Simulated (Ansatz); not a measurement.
A nudged elastic band was laid between two geometries of CH5BN2Se (10 atoms, charge 0, multiplicity 1).

The calculation used Ansatz, RKS B3LYP/def2-mTZVP.

```json
{"movable images": "9", "climbing image": "yes", "spring": "5.0 eV/Å²", "optimiser": "quadratic models (default)", "start path": "through a guess of the saddle point", "force threshold": "0.05 eV/Å", "iteration limit": "49", "end points": "relaxed"}
```

Initial state:

```xyz
10
Properties=species:S:1:pos:R:3
N -1.633 -0.032 0.155
C -0.343 -0.526 -0.106
N 0.689 0.076 0.707
B 1.675 0.509 -0.188
Se 0.732 0.016 -1.851
H -1.698 0.972 0.016
H -2.354 -0.499 -0.384
H -0.341 -1.615 -0.094
H 0.625 0.054 1.718
H 2.731 0.993 0.031
```

Final state:

```xyz
10
Properties=species:S:1:pos:R:3
N -1.668 -0.039 -0.271
C -0.335 -0.517 -0.261
N 0.634 0.073 0.674
B 1.684 0.516 -0.135
Se 0.819 0.049 -1.856
H -1.720 0.971 -0.198
H -2.253 -0.475 0.435
H -0.339 -1.604 -0.212
H 0.528 -0.011 1.678
H 2.732 0.985 0.150
```

Which bonds break or form, and what moves?

No bond is made or broken. The height of N1 over the plane of its neighbours goes from 0.33 to -0.32 Å.

What energy profile does the band end with?

The run converged. The highest image is number 6 of 0 to 10, 4.4 kcal/mol above the first end and 0.6 kcal/mol above the last; the last end lies 3.9 kcal/mol above the first. A vibrational analysis at the climbing image gives one clearly imaginary mode, 389i cm⁻¹: a first-order saddle point.

```
image  path coordinate (Å)  energy (kcal/mol)  height of N1 over the plane of its neighbours (Å)
    0                 0.00                0.0                                               0.33
    1                 0.13                0.1                                               0.31
    2                 0.25                0.5                                               0.28
    3                 0.38                1.4                                               0.21
    4                 0.50                2.8                                               0.11
    5                 0.63                4.0                                              -0.02
    6                 0.75                4.4                                              -0.14
    7                 0.89                4.3                                              -0.24
    8                 1.02                4.1                                              -0.29
    9                 1.15                3.9                                              -0.31
   10                 1.29                3.9                                              -0.32
```

What is the geometry of the highest image?


```xyz
10
Properties=species:S:1:pos:R:3:forces:R:3
N -1.637 0.004 -0.149 0.00 0.00 0.00
C -0.339 -0.487 -0.216 0.00 0.00 0.00
N 0.654 0.115 0.663 0.00 0.00 0.00
B 1.721 0.490 -0.165 0.00 0.00 0.00
Se 0.874 0.007 -1.876 0.00 0.00 0.00
H -1.773 0.986 0.033 0.00 0.00 0.00
H -2.393 -0.612 0.100 0.00 0.00 0.00
H -0.344 -1.574 -0.185 0.00 0.00 0.00
H 0.540 0.089 1.671 0.00 0.00 0.00
H 2.780 0.930 0.126 0.00 0.00 0.00
```

What are the harmonic wavenumbers there?

389i, 211, 225, 370, 450, 500, 545, 550, 715, 824, 904, 1018, 1084, 1163, 1217, 1241, 1426, 1443, 1659, 2702, 3100, 3534, 3580, 3698 cm⁻¹.

Run time: 7 min on 2 threads of Arm Neoverse V2, with other jobs on the host, peak memory 0.34 GiB.
